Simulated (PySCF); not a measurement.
SMILES c1csc([SiH2]C=O)c1 (C5H6OSSi), GFN2-xTB optimised geometry.

```
14

O     -0.52    -3.66    -0.26
C     -0.55    -2.66     0.41
Si    -1.60    -1.11    -0.03
C     -0.40     0.33     0.00
C      0.97     0.33     0.00
C      1.54     1.62     0.00
C      0.59     2.60     0.00
S     -1.00     1.96    -0.01
H      0.04    -2.62     1.35
H     -2.22    -1.28    -1.34
H     -2.59    -0.95     1.04
H      1.55    -0.58     0.00
H      2.59     1.81     0.00
H      0.74     3.66     0.00
```

Density from PySCF with PBE0/def2-TZVP at that geometry.

Minimum of the electron density along straight lines between bonded atoms, close to the bond critical point (lines longer than 1.1 times the sum of covalent radii, or with two minima, are not listed):

| bond | length / Å | ρ at the minimum / e bohr⁻³ | ∇²ρ there / e bohr⁻⁵ | position (fraction from the first atom) |
|---|---|---|---|---|
| O1–C2 | 1.204 | 0.422 | [?] | 0.67 |
| C2–Si3 | 1.920 | 0.116 | 0.15 | 0.62 |
| Si3–C4 | 1.873 | 0.117 | 0.23 | 0.39 |
| C4–C5 | 1.367 | 0.327 | -0.95 | 0.51 |
| C5–C6 | 1.409 | 0.306 | [?] | 0.50 |
| C6–C7 | 1.358 | 0.334 | -0.99 | 0.48 |
| C4–S8 | 1.739 | 0.208 | -0.39 | 0.47 |
| C7–S8 | 1.716 | 0.218 | [?] | 0.48 |
| C2–H9 | 1.114 | 0.274 | -0.95 | 0.65 |
| Si3–H10 | 1.461 | 0.127 | 0.17 | 0.49 |
| Si3–H11 | 1.467 | 0.124 | 0.18 | 0.49 |
| C5–H12 | 1.076 | 0.289 | -1.04 | 0.65 |
| C6–H13 | 1.075 | 0.289 | -1.04 | 0.65 |
| C7–H14 | 1.072 | 0.291 | -1.06 | 0.65 |

Q: What belongs in the gaps?

A: 
- O1–C2, ∇²ρ there / e bohr⁻⁵: 0.16
- C5–C6, ∇²ρ there / e bohr⁻⁵: -0.88
- C7–S8, ∇²ρ there / e bohr⁻⁵: -0.46
